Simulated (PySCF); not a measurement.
Ge(I)(OMe) (CH3GeIO), SMILES C[O][Ge][I] (connectivity only; charge and spin as stated), neutral, multiplicity 1. Atoms are numbered in the order given.

```xyz
7

Ge     0.9435    -1.0800     0.0000
I     -0.1606     1.3148     0.0000
O     -0.4655    -2.1557     0.0000
C     -1.8679    -1.9959     0.0000
H     -2.1629    -0.9329     0.0000
H     -2.2910    -2.4847     0.8935
H     -2.2910    -2.4847    -0.8935
```

Coordinates come from a B3LYP-D3(BJ)/def2-SVP optimisation. The structure was generated by enumeration; whether it is a known compound was not checked. The def2 effective core potentials stand for the cores of I; spin–orbit coupling is left out. Other conformers were not sampled.

These are PBE/def2-TZVP (PySCF) values and carry that method's errors.

Symmetry labels are those of the subgroup Cs that the program uses (full group Cs).

List the valence orbital energies around the gap with their symmetry. (Estimate from the structure and the level; the computed values follow.)


```
orbital  symmetry  energy (eV)
-------  --------  -----------
HOMO−7         A"       -11.13
HOMO−6         A'       -11.10
HOMO−5         A'       -10.02
HOMO−4         A"        -7.52
HOMO−3         A'        -7.40
HOMO−2         A'        -6.67
HOMO−1         A"        -6.50
HOMO           A'        -6.25
LUMO           A"        -3.18
LUMO+1         A'        -1.43
LUMO+2         A'        -0.46
LUMO+3         A'         0.94
```
